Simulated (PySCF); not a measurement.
Compound: C3H4BFO3.
Numbering: `[OH:1][B@H-:2]1[O:3][C:4]([F:5])=[CH:6][CH:7]=[O+:8]1` (hydrogens: H9 on O1; H10 on B2; H11 on C6; H12 on C7)
Bond orders are those of one Lewis drawing.

Computed by this run: CAM-B3LYP/def2-SV(P) geometry optimisation, gas phase (PySCF); density fitting, grid level 1; the optimiser is geomeTRIC in internal coordinates, started from a GFN2-xTB structure.

Step 2: E = -12698.0553 eV
```
atom  x, y, z in Å  |  force x, y, z in eV/Å
O1     -1.5252   -1.2812   -0.6620    0.135  -0.061   0.012
B2     -1.1007   -0.6077    0.4814   -0.190   0.121   0.012
O3      0.4224   -0.9786    0.7771    0.419  -0.060   0.242
C4      1.3659   -0.3445    0.2692   -0.452   0.010  -0.598
F5      2.5670   -0.8387    0.4109   -0.029  -0.116   0.147
C6      1.2143    0.8454   -0.4523    0.151   0.120   0.153
C7     -0.0407    1.4230   -0.3881   -0.010  -0.060  -0.050
O8     -1.0579    0.8715    0.1443   -0.001  -0.008   0.079
H9     -2.0195   -2.0826   -0.4513   -0.022   0.012   0.011
H10    -1.6806   -0.7927    1.5379   -0.001   0.014  -0.041
H11     2.0633    1.3376   -0.9207    0.019   0.044   0.067
H12    -0.2074    2.4388   -0.7744   -0.020  -0.017  -0.034
```

Step 3: E = -12698.0653 eV
```
atom  x, y, z in Å  |  force x, y, z in eV/Å
O1     -1.4986   -1.3023   -0.6496    0.054  -0.036  -0.023
B2     -1.1018   -0.6036    0.4874   -0.045   0.055  -0.040
O3      0.4299   -0.9747    0.7853   -0.323   0.241   0.051
C4      1.3525   -0.3402    0.2464    0.118  -0.521  -0.046
F5      2.5298   -0.9009    0.3688    0.216   0.266  -0.105
C6      1.2261    0.8713   -0.4402   -0.080  -0.082   0.189
C7     -0.0398    1.4274   -0.3891   -0.015   0.137  -0.088
O8     -1.0609    0.8713    0.1315    0.082  -0.079   0.035
H9     -1.9997   -2.0967   -0.4295   -0.030   0.005  -0.006
H10    -1.7019   -0.7732    1.5322    0.038   0.000   0.032
H11     2.0818    1.3759   -0.8822   -0.008  -0.001   0.008
H12    -0.2166    2.4360   -0.7888   -0.008   0.016  -0.007
```

Step 4: E = -12698.0716 eV
```
atom  x, y, z in Å  |  force x, y, z in eV/Å
O1     -1.4905   -1.3127   -0.6449    0.006  -0.015  -0.010
B2     -1.1052   -0.5995    0.4872   -0.034   0.049  -0.097
O3      0.4267   -0.9781    0.7899    0.044  -0.068  -0.029
C4      1.3509   -0.3645    0.2300    0.043   0.178   0.252
F5      2.5503   -0.8838    0.3375   -0.131  -0.053  -0.030
C6      1.2186    0.8643   -0.4219    0.025   0.131  -0.200
C7     -0.0422    1.4327   -0.3946    0.105  -0.133   0.091
O8     -1.0629    0.8721    0.1215   -0.081  -0.061   0.010
H9     -2.0029   -2.0987   -0.4199   -0.027   0.008  -0.010
H10    -1.7089   -0.7571    1.5310    0.043  -0.017   0.042
H11     2.0805    1.3748   -0.8444    0.009  -0.018  -0.043
H12    -0.2133    2.4407   -0.7992   -0.001  -0.002   0.025
```

Task: Estimate the geometry and energy of step 5. (The exact step hangs on the optimiser's Hessian estimate; all steps are aligned on step 4, rigid shifts and turns removed.)

Result: E = -12698.0766 eV, largest force 0.122 eV/Å
```
atom  x, y, z in Å  |  force x, y, z in eV/Å
O1     -1.4950   -1.3085   -0.6510    0.033  -0.016   0.022
B2     -1.1065   -0.6020    0.4849   -0.039   0.037  -0.031
O3      0.4243   -0.9714    0.7921    0.119  -0.005  -0.003
C4      1.3528   -0.3534    0.2427   -0.006   0.023  -0.006
F5      2.5482   -0.8759    0.3563   -0.025  -0.051   0.026
C6      1.2233    0.8640   -0.4338   -0.079  -0.027   0.031
C7     -0.0393    1.4253   -0.3888    0.012   0.101  -0.068
O8     -1.0624    0.8693    0.1282    0.009  -0.061   0.029
H9     -2.0113   -2.0937   -0.4320   -0.017   0.013  -0.003
H10    -1.7010   -0.7667    1.5340    0.004  -0.018  -0.002
H11     2.0807    1.3682   -0.8732   -0.010  -0.004   0.002
H12    -0.2129    2.4351   -0.7872   -0.001   0.007   0.003
```

The energy changes by -0.0050 eV. The first-order estimate −F·Δx gives -0.0112 eV and the mean of the old and new forces, exact on a quadratic surface, -0.0049 eV. The step makes an angle of 64° with the force vector and moves no atom by more than 0.030 Å.

The cost below is that of the whole optimisation. The run took 58 s on one thread, Arm Neoverse V1 (aarch64), no GPU (shared host), and the process peaked at 0.57 GiB of memory.
